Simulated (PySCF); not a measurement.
**Correlation energy of Sc (scandium, neutral)**

[Ar] 3d2 4s1, high-spin 4F determinant (an excited configuration). Calculation: PySCF 2.14, in Sapporo-DKH3-DZP-2012 (6s5p3d1f, 43 functions); the spin-free X2C one-electron Hamiltonian (Gaussian nucleus). Frozen: [Ar]; 3 electrons correlated.

MP2 pair energies summed by pair of shells (mhartree):

| pair | energy | share (%) |
| --- | --- | --- |
| 3d-4s | -6.15 | 53.9 |
| 3d-3d | -5.26 | 46.1 |

Total MP2 correlation energy: -11.41 mhartree.

Same-spin part -11.41 and opposite-spin part 0.00 mhartree; SCS-MP2 scales them by 1/3 and 6/5 to -3.80 mhartree.
